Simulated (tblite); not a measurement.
Species: C8H15P.
SMILES: `P1[C@H]2CCC[C@@H]1CCC2`

Calculated harmonic vibrations of the isolated species, GFN2-xTB (tblite), most abundant isotopes, no scaling. Errors from tens to a few hundred cm⁻¹ against measured bands are possible. Modes of hydrogen on phosphorus can be 10 to 20 % off.

Harmonic wavenumbers (cm⁻¹): 183.6, 201.0, 275.4, 300.3, 331.0, 352.4, 359.8, 401.8, 517.8, 521.5, 591.5, 683.4, 684.3, 810.5, 833.5, 852.4, 861.1, 863.2, 886.2, 917.7, 932.0, 956.6, 1013.6, 1021.9, 1039.1, 1106.1, 1128.5, 1129.7, 1136.2, 1157.4, 1180.0, 1192.8, 1203.4, 1207.5, 1247.4, 1250.3, 1266.6, 1288.3, 1296.4, 1335.3, 1341.9, 1345.2, 1353.6, 1358.8, 1364.4, 1476.8, 1484.1, 1485.1, 1493.6, 1494.6, 1514.4, 2197.1, 2890.7, 2892.2, 2927.6, 2934.7, 2936.7, 2951.5, 2954.4, 2960.9, 2963.1, 2966.0, 2968.1, 2981.0, 2982.8, 2993.4.

A = 1708, B = 1486, C = 1398 MHz; mass 142.091 u (most abundant isotopes); point group Cs, symmetry number 1.

What is the zero-point energy?

½Σν̃ = 46865 cm⁻¹ = 560.63 kJ/mol.

What is S at 273.15 K and 1 bar for an ideal gas of classical rigid rotors and harmonic oscillators?

Translation 168.85, rotation 119.80, vibration 59.95: S = 348.6 J/(mol K).

And Cp and H(273.15 K) − H(0)?

Cp = 137.73 J/(mol K), of which vibrations give 104.47 (their classical limit is 66 R = 548.8); H(273.15 K) − H(0) = 19.95 kJ/mol without the zero-point energy, 10.86 from vibrations.

Which modes carry the vibrational entropy at 273.15 K?

183.6 cm⁻¹: 8.91; 201.0 cm⁻¹: 8.22; 275.4 cm⁻¹: 5.91; 300.3 cm⁻¹: 5.32; 331.0 cm⁻¹: 4.67; 352.4 cm⁻¹: 4.27 J/(mol K); the other 60 give 22.65 together.

What must be added to the electronic energy to get the Gibbs energy at 273.15 K and 1 bar?

ZPE + [H(273.15 K) − H(0)] − T·S = 560.63 + 19.95 − 95.22 = 485.36 kJ/mol.

How do the functions run with temperature in this model?

```
T (K)  S (J/(mol K))  Cp (J/(mol K))  H − H(0) (kJ/mol)  G − H(0) (kJ/mol)  ln q(vib)
  100          262.1            53.0               3.86             -22.35       0.19
  200          312.3            98.1              11.36             -51.11       1.26
  300          362.2           153.5              23.85             -84.82       2.91
  500          467.6           264.2              66.04            -167.74       7.21
  800          618.0           374.4             163.34            -331.04      14.75
 1000          706.9           421.6             243.19            -463.68      19.86
```

q(vib) and H(0) count from the zero-point level.

Hindered rotation and anharmonicity are outside this model.
